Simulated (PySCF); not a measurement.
# [NiBr4]2-: what the settings change

[NiBr4]2-: Ni(II) (d8), charge -2. The structure is a PBE0-D3(BJ)/def2-SVP, IEF-PCM water geometry optimised for multiplicity 3; coordination tetrahedral, point group Cs, metal–donor distances 2.42 Å.

```
5

Ni    0.0000    0.0000    0.0000
Br    1.3616    1.4169    1.4225
Br    1.5136   -1.5136   -1.1342
Br   -1.4169   -1.3616    1.4225
Br   -1.5250    1.5250   -1.0913
```

Method (PySCF 2.14, density fitting): CASSCF(8,5) with orbitals averaged over all microstates of the shell, strongly contracted NEVPT2 on the averaged canonical orbitals; basis x2c-TZVPall on the metal, x2c-SVPall elsewhere; spin-free X2C; IEF-PCM water; spin-orbit coupling by state interaction with the mean-field operator over all roots.

Base run: NEVPT2 ground state 3A'' (from 3T1), next 3A' (from 3T1) at 1277, then 3A'' (from 3T1) at 1613 cm⁻¹, 10Dq(CASSCF) 2105, B(CASSCF) 1249, ζ 623 cm⁻¹, μeff(300 K) 4.17 μB.

**Question.** What happens with the basis x2c-TZVPall on all atoms?

**Answer.** NEVPT2 ground state 3A'' (from 3T1), next 3A' (from 3T1) at 1319, then 3A'' (from 3T1) at 1630 cm⁻¹, 10Dq(CASSCF) 2130, B(CASSCF) 1249, ζ 623 cm⁻¹, μeff(300 K) 4.16 μB. It took 39 s against 21 s on a shared host of the same kind.

**Question.** What happens with orbitals averaged over the highest spin alone?

**Answer.** NEVPT2 ground state 3A'' (from 3T1), next 3A' (from 3T1) at 1214, then 3A'' (from 3T1) at 1537 cm⁻¹, 10Dq(CASSCF) 2084, B(CASSCF) 1256, ζ 627 cm⁻¹, μeff(300 K) 4.22 μB.

No frequencies were computed for the optimised geometry. NEVPT2 lifts 3A'' (from 3T2) from 2476 to 4182 cm⁻¹; on the d shell alone such lifts tend to overshoot.
